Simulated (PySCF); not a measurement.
Compound: C6H4BrF.
Cartesian coordinates in Å at the PBE0-D3(BJ)/def2-SVP level; atoms count from 1:
```xyz
12
C6H4BrF angstrom
F      0.3929   -2.7395    0.3050
C     -0.2656   -1.6037    0.1268
C     -1.6506   -1.6291    0.0172
C     -2.3477   -0.4377   -0.1662
C     -1.6579    0.7718   -0.2395
C     -0.2690    0.7914   -0.1316
C      0.4344   -0.3981    0.0520
Br     2.3059   -0.4038    0.2007
H     -2.1599   -2.5928    0.0791
H     -3.4362   -0.4571   -0.2513
H     -2.2003    1.7087   -0.3814
H      0.2837    1.7308   -0.1871
```

Computed at PBE0/pcSseg-1 (PySCF, non-relativistic), with Q(79Br) = 0.313 b: Br8, 79Br (I = 3/2): χzz = 598.5 MHz, η = 0.074.

Task: Find the zero-field quadrupole resonance frequencies of 79Br at Br8.

Result: From ν = (|χ|/2)√(1 + η²/3): ν = 299.5 MHz (aryl bromine). For 81Br the ratio of quadrupole moments, 0.8354, gives 250.2 MHz.

Task: Apply the simplest Townes–Dailey estimate (no s hybridisation, no π bonding), ionic character = 1 − χzz/χ0, where χ0 is the coupling for one missing p electron along the bond: 769.76 MHz for 79Br.

Result: Br8 on C7: 1 − (598.5)/(769.76) = 0.22. In this model a purely covalent bond gives χ0 and a free halide ion gives zero; s hybridisation or π bonding, where present, is counted here as ionic character.

In a crystal, neighbours and librations shift these lines. Isolated species at its PBE0-D3(BJ)/def2-SVP geometry, gas phase. The calculation is non-relativistic, for bromine too. With so small a basis the couplings can be 20 % off.

The run behind these numbers computed NMR shieldings as well. The run took 32 s of wall time on one thread, Arm Neoverse V1, on a shared host.
